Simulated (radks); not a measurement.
Fractional charge and spin in the 3d shell of zinc: the spin-up occupation runs from 4 to 5 and the spin-down occupation from 4 to 5; the fullest corner is Zn, [Ar] 4s2 3d(up 5, down 5). Method: scalar-relativistic Kohn-Sham, PBEsol, spin-polarised, spherical densities, finite nucleus; Fermi nuclear charge, rms radius of each element as measured or else 0.836 A^(1/3) + 0.57 fm; computed with a radial shooting solver on a logarithmic mesh with Libxc functionals. Energy (eV) minus the two flat planes that join the four corners (they meet along the diagonal where the two added fractions sum to one electron); zero is where a piecewise linear energy would lie.

down \ up,4,4.25,4.5,4.75,5
4,0.000,-1.810,-2.383,-1.765,0.000
4.25,-1.810,-2.310,-1.621,0.211,-1.492
4.5,-2.383,-1.621,0.282,-1.355,-1.952
4.75,-1.765,0.211,-1.355,-1.885,-1.434
5,0.000,-1.492,-1.952,-1.434,0.000

Corners above the fullest one (they belong to Zn+ and the next ion): (up 5, down 4) 17.652 eV, (up 4, down 5) 17.652 eV, (up 4, down 4) 53.823 eV. With half an added electron in each spin the energy lies 0.282 eV from the planes, and with half an added electron in spin up alone -2.383 eV. The planes are only a guide here: the flat-plane condition holds for ground states with one frontier orbital, while this shell lies below other occupied shells, so the corners above the fullest one are inner-hole states and not the ground states of those ions.
